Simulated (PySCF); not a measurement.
## Electron correlation in Zn (zinc, neutral)

[Ar] 3d10 4s1 4d1, high-spin 3D determinant (an excited configuration). Calculation: PySCF 2.14, in x2c-TZVPPall with one added diffuse shell each of s, p, d, f type (7s6p5d3f1g, 80 functions); the spin-free X2C one-electron Hamiltonian (Gaussian nucleus). Frozen: [Ar]; 12 electrons correlated.

MP2 pair energies summed by pair of shells (mhartree):

| pair | energy | share (%) |
| --- | --- | --- |
| 3d-3d | -427.39 | 93.0 |
| 3d-4s | -29.33 | 6.4 |
| 3d-4d | -1.43 | 0.3 |
| 4s-4d | -1.34 | 0.3 |

Total MP2 correlation energy: -459.49 mhartree.

Same-spin part -171.18 and opposite-spin part -288.31 mhartree; SCS-MP2 scales them by 1/3 and 6/5 to -403.03 mhartree.
